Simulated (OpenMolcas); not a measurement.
**Nb4+: moving or changing the point charges**

Nb4+ among 6 point charges of -1.7 e arranged as a trigonal antiprism (D3d), 2.14 Å from the ion, with a polar angle of 50.4° against the regular 54.74°.
```
   0.0000    1.6479    1.3653  -1.70
  -1.4271   -0.8239    1.3653  -1.70
   1.4271   -0.8239    1.3653  -1.70
   0.0000   -1.6479   -1.3653  -1.70
   1.4271    0.8239   -1.3653  -1.70
  -1.4271    0.8239   -1.3653  -1.70
```

| Quantity | Value |
| --- | --- |
| Program | OpenMolcas |
| Method | CASSCF |
| Basis | ANO-RCC-VDZP [6s5p3d1f] |
| Scalar Hamiltonian | DKH2, point nucleus |
| Active space | 1 electron in 5 orbitals (4d) |
| State averaging | 2S+1 = 2 even, 5 roots |
| Spin-orbit coupling | RASSI with atomic mean-field integrals over the reference wave functions |

Runs around this geometry, states (labels of D3, the rotations of D3d). Energies in cm-1 above the lowest state or level, χT in cm3 K/mol.

| R (Å) | q (e) | Polar angle / regular | Ground state | First state of that spin | First gap with spin-orbit (degeneracies) | χT at 300 K |
| --- | --- | --- | --- | --- | --- | --- |
| 2.14 | -1.7 | 0.85 | 2E | 2A1 7962 | 1267 (2, 2) | 0.167 |
| 2.14 | -1.1 | 0.92 | 2E | 2A1 2753 | 1104 (2, 2) | 0.152 |
| 2.14 | -1.7 | 0.92 | 2E | 2A1 4123 | 1099 (2, 2) | 0.147 |
| 2.36 | -1.7 | 0.92 | 2E | 2A1 3269 | 1168 (2, 2) | 0.155 |

Taking the first state of the same spin as R^-n, n = -ln(3269 / 4123) / ln(2.36 / 2.14) = 2.4 between the shortest and longest distance.

Scaling the charges by -1.1 / -1.7 = 0.65 scales the first state of the same spin by 2753 / 4123 = 0.67; with fixed orbitals a first-order splitting would follow the charge.

An orbital doublet at a regular site is open to a Jahn-Teller distortion, which this geometry leaves out. This is an electrostatic model: the charges have no orbitals. No measured value stands beside these numbers.
